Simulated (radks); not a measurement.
The numbers below are computed, except where a source is named.
Effect of the nuclear size on neutral ytterbium, [Xe] 4f14 6s2. Code: a radial shooting solver on a logarithmic mesh with Libxc functionals. Model: Dirac Kohn-Sham, BLYP, spin-unpolarised, spherical densities, finite nucleus; Fermi nuclear charge, rms radius 5.3108 fm. The rms radius is varied about that value; shifts are against it.

rms radius (fm)	total energy shift (eV)	density at nucleus (e/bohr^3)	1s1/2 shift (meV)	2s1/2 shift (meV)	4p1/2 shift (meV)	5s1/2 shift (meV)	5p1/2 shift (meV)	6s1/2 shift (meV)	4f7/2 shift (meV)
4.2911	-13.9	1.097e+06	-5690	-774	0.160	-5.93	0.536	-0.228	0.965
4.8328	-6.80	1.057e+06	-2770	-377	0.077	-2.89	0.261	-0.111	0.470
5.3108	0	1.027e+06	0.000	0.000	0.000	0.000	0.000	0.000	0.000
5.6985	5.84	1.005e+06	2380	324	-0.065	2.48	-0.224	0.095	-0.404
6.1127	12.4	9.834e+05	5050	687	-0.136	5.26	-0.475	0.202	-0.856

Slopes of the eigenvalues against <r^2> in GHz/fm^2, as finite differences over the two radii next to the reference (eigenvalue slopes, not the field-shift constants of lines): 1s1/2 137000, 2s1/2 18600, 4p1/2 -3.76, 5s1/2 142, 5p1/2 -12.9, 6s1/2 5.47, 4f7/2 -23.2.
